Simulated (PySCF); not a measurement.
Compound: C4H5ClO2.
Numbering: `[CH3:1][O:2]/[CH:3]=[CH:4]\[C:5](=[O:6])[Cl:7]` (hydrogens: H8, H9, H10 on C1; H11 on C3; H12 on C4)

Method used: TDDFT PBE0/def2-SVPD, vertical, gas phase, core orbitals frozen in the response (PySCF 2.14.0, density-fitted response routines). One conformer (not necessarily the lowest) at the GFN2-xTB geometry, without solvent, vibrations or thermal averaging. Torsions of this conformer, `[CH3:1][O:2]/[CH:3]=[CH:4]\[C:5](=[O:6])[Cl:7]`: C1–O2–C3–C4 178°, C3–C4–C5–O6 179°.

```
state  E (eV)  ν̃ (cm⁻¹)       f  |μ| (D)  main configurations (H = HOMO, L = LUMO)
   S1    4.49      36210  0.0000     0.05                               H-1→L (94%)
   S2    5.32      42920   0.080     1.99                    H-2→L (76%), H→L (19%)
   S3    5.35      43160   0.319     3.97                    H→L (75%), H-2→L (20%)
   S4    6.01      48440   0.035     1.24                               H-3→L (92%)
   S5    6.78      54700   0.023     0.94                               H→L+1 (91%)
   S6    7.34      59190  0.0012     0.21                  H→L+3 (83%), H→L+2 (10%)
   S7    7.40      59660  0.0003     0.10                               H-4→L (89%)
   S8    7.48      60310  0.0003     0.10      H→L+2 (76%), H→L+3 (10%), H→L+1 (8%)
```

Triplets (Tamm–Dancoff): T1 3.37 eV, H→L (96%); T2 4.06 eV, H-1→L (88%); T3 5.17 eV, H-2→L (69%), H-3→L (22%).

The lowest singlet lies at 4.49 eV (276 nm, ultraviolet) and is dark (f under 0.0005); its leading configuration is HOMO-1→LUMO (94%). The strongest level in the table is S3 at 5.35 eV (232 nm, f = 0.319). Löwdin shares by element: HOMO carbon 50% or more, oxygen 33% (atoms not listed hold the other 17%); LUMO carbon 58% or more, oxygen 20% or more (atoms not listed hold the other 22%). Orbital energies (eV): HOMO-3 -8.90, HOMO-2 -8.64, HOMO-1 -8.12, HOMO -7.66, LUMO -1.82, LUMO+1 0.30, LUMO+2 0.89. The oscillator strengths of these states sum to 0.458; summed over the whole spectrum of an exact calculation they would give the number of electrons, 62 (Thomas–Reiche–Kuhn). The listed states span 2.99 eV, and the widest gap between neighbours is 0.83 eV (S1 to S2). Singlets were solved by full linear response, triplets in the Tamm–Dancoff approximation.
